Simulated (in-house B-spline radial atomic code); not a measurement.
Orbital energies and mean radii along the 23-electron series, configuration [Ar] 3d5. The effective charge is n√(-2ε), a non-relativistic measure. Computed with an all-electron radial atomic-structure program (B-spline basis): Dirac-Hartree-Fock, average of the configuration, finite nuclei.

| ion | Z | energy of 2p1/2 (Eh) | mean radius of 2p1/2 (bohr) | energy of 2p3/2 (Eh) | mean radius of 2p3/2 (bohr) | energy of 3d5/2 (Eh) | mean radius of 3d5/2 (bohr) | effective charge of 2p1/2 |
| --- | --- | --- | --- | --- | --- | --- | --- | --- |
| Rh22+ | 45 | -147.37 | 0.1197 | -141.99 | 0.12443 | -38.884 | 0.33246 | 34.336 |
| Pd23+ | 46 | -156.43 | 0.11654 | -150.5 | 0.12137 | -41.956 | 0.32194 | 35.376 |
| Ag24+ | 47 | -165.79 | 0.11352 | -159.26 | 0.11844 | -45.14 | 0.31208 | 36.418 |
| Cd25+ | 48 | -175.44 | 0.11063 | -168.28 | 0.11565 | -48.435 | 0.30281 | 37.464 |
| In26+ | 49 | -185.4 | 0.10786 | -177.55 | 0.11299 | -51.842 | 0.29409 | 38.513 |
| Sn27+ | 50 | ? | ? | ? | ? | ? | ? | ? |
| Sb28+ | 51 | -206.24 | 0.10268 | -196.86 | 0.108 | -58.989 | 0.2781 | 40.62 |
| Te29+ | 52 | -217.13 | 0.10024 | -206.9 | 0.10566 | -62.731 | 0.27074 | 41.678 |
| I30+ | 53 | ? | ? | ? | ? | ? | ? | ? |
| Xe31+ | 54 | -239.85 | 0.09564 | -227.75 | 0.10126 | -70.547 | 0.25716 | 43.804 |
| Cs32+ | 55 | -251.69 | 0.09347 | -238.56 | 0.099191 | -74.623 | 0.25087 | 44.873 |
| Ba33+ | 56 | ? | ? | ? | ? | ? | ? | ? |
| La34+ | 57 | -276.36 | 0.089362 | -260.96 | 0.095287 | -83.109 | 0.23918 | 47.02 |
| Ce35+ | 58 | -289.19 | 0.087416 | -272.54 | 0.093443 | -87.519 | 0.23373 | 48.099 |
| Pr36+ | 59 | -302.35 | 0.085536 | -284.38 | 0.091667 | -92.04 | 0.22853 | 49.182 |
| Nd37+ | 60 | -315.86 | 0.083719 | -296.48 | 0.089954 | -96.673 | 0.22356 | 50.268 |
| Pm38+ | 61 | -329.71 | 0.081961 | -308.84 | 0.0883 | -101.42 | 0.2188 | 51.359 |
| Sm39+ | 62 | -343.92 | 0.080259 | -321.46 | 0.086704 | -106.27 | 0.21423 | 52.453 |
| Eu40+ | 63 | -358.48 | 0.078611 | -334.33 | 0.085162 | -111.24 | 0.20986 | 53.552 |

Task: Fill in the row of Sn27+.

Result: energy of 2p1/2 (Eh): -195.67; mean radius of 2p1/2 (bohr): 0.10522; energy of 2p3/2 (Eh): -187.08; mean radius of 2p3/2 (bohr): 0.11044; energy of 3d5/2 (Eh): -55.36; mean radius of 3d5/2 (bohr): 0.28587; effective charge of 2p1/2: 39.565.

Task: Fill in the row of I30+.

Result: energy of 2p1/2 (Eh): -228.33; mean radius of 2p1/2 (bohr): 0.097894; energy of 2p3/2 (Eh): -217.2; mean radius of 2p3/2 (bohr): 0.10341; energy of 3d5/2 (Eh): -66.583; mean radius of 3d5/2 (bohr): 0.26377; effective charge of 2p1/2: 42.739.

Task: Fill in the row of Ba33+.

Result: energy of 2p1/2 (Eh): -263.86; mean radius of 2p1/2 (bohr): 0.091379; energy of 2p3/2 (Eh): -249.63; mean radius of 2p3/2 (bohr): 0.097201; energy of 3d5/2 (Eh): -78.81; mean radius of 3d5/2 (bohr): 0.24488; effective charge of 2p1/2: 45.944.

Task: How does the screening of 2p1/2 change?

Result: Z less the effective charge goes from 10.66 at Z = 45 to 9.45 at Z = 63.
